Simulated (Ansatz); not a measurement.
Ideal-gas functions of CH5BOSe (`CB(O)[SeH]`) at 298.15 K and 1 bar, from an Ansatz frequency run at PBE0-D4/def2-TZVP.

Molar mass 122.82 g/mol, point group Cs (symmetry number 1), electronic degeneracy 1, moments of inertia 59.593, 184.813, 241.287 u Å². Harmonic wavenumbers (cm⁻¹, unscaled): 44, 230, 309, 338, 434, 519, 547, 702, 871, 872, 927, 1178, 1315, 1382, 1455, 1461, 2448, 3035, 3097, 3141, 3860.

Use S(trans) = R[1.5 ln M + 2.5 ln T − 1.1517]; rotational temperatures θ = 24.2544 K / I; S(rot) = R[ln(√π/σ · √(T³/θAθBθC)) + 1.5]; for each mode x = 1.438777 ν̃/T, S = R[x/(eˣ − 1) − ln(1 − e⁻ˣ)] and H = RT x/(eˣ − 1); 1 cm⁻¹ = 0.0119627 kJ/mol; R = 8.31446 J/(mol·K).

Question: By hand: the entropy, in J/(mol·K).

Answer: Translation 168.9. Rotation: θ = 0.407, 0.1312, 0.1005 K, giving 110.0. Vibration, mode by mode: 21.21, 7.86, 5.72, 5.11, 3.54, 2.56, 2.30, 1.27, 0.66, 0.65, 0.52, 0.19, 0.11, 0.08, 0.06, 0.06, 0.00, 0.00, 0.00, 0.00, 0.00, in all 51.9. Electronic 0.0. Sum 330.8 J/(mol·K).

Question: By hand: H − E and G − E in kJ/mol, counted from the electronic energy.

Answer: Zero-point energy ½ × 28165 × 0.0119627 = 168.5; thermal vibration 8.3; translation, rotation and pV give 4 RT = 9.9. H − E = 186.7 kJ/mol, and G − E = 186.7 − 298.15 × 330.8/1000 = 88.1 kJ/mol.

Vibration gives 16 % of the entropy, 21.2 J/(mol·K) of it from the mode under 150 cm⁻¹: soft modes count most, and the harmonic formula is weakest for them. The sum counts one conformer and one mirror image; others add a mixing term.
